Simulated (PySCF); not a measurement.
Orbital picture of InN⁺

CAM-B3LYP at R = 2.858 Å; PySCF, scalar-relativistic core potentials, basis sets In def2-TZVPPD with ECP28, N def2-TZVPPD. State: ⁴Σ⁻ (quartet), unpaired electrons σ ↑, π ↑↑. Only the outer orbitals are listed, counted within each symmetry, core potentials removing the inner ones.

```tsv
spin	orbital	occ.	ε (eV)	on In (%)	main shells (%)
α	6σ	1	-17.95	45	54 N p, 45 In s
α	3π	1	-16.89	1	99 N p
α	3π	1	-16.89	1	99 N p
α	7σ	1	-16.04	57	54 In s, 43 N p
α	4π	0	-6.59	99	99 In p
α	4π	0	-6.59	99	99 In p
α	8σ	0	-5.92	99	97 In p
β	5σ	1	-24.06	2	98 N s
β	6σ	1	-16.90	97	97 In s
β	7σ	0	-7.76	48	51 N p, 47 In p
β	3π	0	-7.11	56	55 In p, 44 N p
β	3π	0	-7.11	56	55 In p, 44 N p
```

Q: Which are the highest filled and the lowest empty level, where do they sit, and how wide is the gap?

A: Highest filled α 7σ at -16.04 eV (in %: 54 In s, 43 N p); lowest empty β 7σ at -7.76 eV (in %: 51 N p, 47 In p); the gap at CAM-B3LYP is 8.28 eV.

| Quantity | Value |
| --- | --- |
| bond order (Mayer) | 0.14 |
| ⟨S²⟩ | 3.755 |
| charge on In (Mulliken, basis-dependent) | 0.97 |
| charge on In (Löwdin, basis-dependent) | 0.94 |
| dipole moment (positive dipole points towards N; it is taken about the centre of mass and depends on that origin) | -0.40 D |
| polarisability along the bond | 42.7 bohr³ |
| polarisability across the bond | 29.9 bohr³ |

Spin–orbit coupling is left out. The state was picked by a PBE0 search and need not be the measured ground state.
